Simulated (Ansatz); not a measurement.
Calculated with Ansatz (gas phase, PBE0-D4/def2-TZVP geometries, no zero-point term in ΔE). CCSD(T)/CBS adds triple-zeta CCSD(T) − MP2 to the extrapolated MP2 energy (def2 sets, frozen cores). This one scheme is used for every species. DFT in def2-TZVPP. HSE06 is defined as in plane-wave codes. Open shells (•) are unrestricted, without spin–orbit coupling. For Ge outer-core shells are correlated without core-valence functions, which leaves a few kJ/mol of doubt a bond. Scalar relativity is left out up to krypton. Each species was taken in one conformer, which may not be the lowest.

Reaction (homolysis of the S–Si bond): `S[SiH2][O][GeH3]` → `[SH]`• + `[SiH2][O][GeH3]`•

```json
{"level": "revPBE-D4", "ΔE (kJ/mol)": "386.0"}
{"level": "HSE06", "ΔE (kJ/mol)": "389.5"}
```

Question: What does CCSD(T)/CBS give? (Estimate.)

Answer: Ansatz gave: +409.0 kJ/mol. The listed levels differ from it by -23.0, -19.5 kJ/mol.

Largest T1 diagnostic among the species: 0.014.

Leaving LDA and LC-ωPBE aside and taking each functional with its dispersion term where it has one, the values, not all of them listed here, spread over 33.0 kJ/mol, from BLYP-D4 to ωB97M-V. LDA lies +61.1 kJ/mol from PBE without D4, its usual overbinding. From BLYP to BHLYP (50 % exact exchange), in def2-TZVPP and without D4, ΔE moves by +10.6 kJ/mol.

CCSD(T)/CBS has its own doubt, a few kJ/mol and more with outer-core shells, so smaller differences from it don't rank the levels.
